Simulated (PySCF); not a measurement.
Constitutional and geometric isomers with formula H4O2Si2. Gas-phase values, no solvent. One relaxed conformer stands for each flexible species; it need not be the lowest. Strings in code marks are SMILES.

The LUMO from two functionals at the same geometries (r2SCAN-D4/def2-TZVP), both in PySCF: PBE-D3(BJ)/def2-TZVP and r2SCAN-D4/def2-TZVP. 

| species | PBE-D3(BJ)/def2-TZVP (eV) | r2SCAN-D4/def2-TZVP (eV) |
|---|---|---|
| `O=[Si](O)[SiH3]` (Si–Si–O–H torsion 0°) | -2.52 | -2.39 |
| `[SiH3]O[SiH]=O` (O–Si–O–Si torsion 1°) | -2.05 | -1.78 |
| `O/[SiH]=[SiH]/O` (H–O–Si–Si torsion -58°, Si–Si–O–H torsion 58°) | -2.63 | -2.58 |
| `O/[SiH]=[SiH]\O` (H–O–Si–Si torsion 52°, Si–Si–O–H torsion -118°) | -2.57 | -2.50 |

Over these rows, drawn at random from the members with no instability flagged (it was tested for open shells, ions and some series alone), PBE minus r2SCAN-D4: mean -0.13 eV, from -0.27 eV to -0.05 eV.
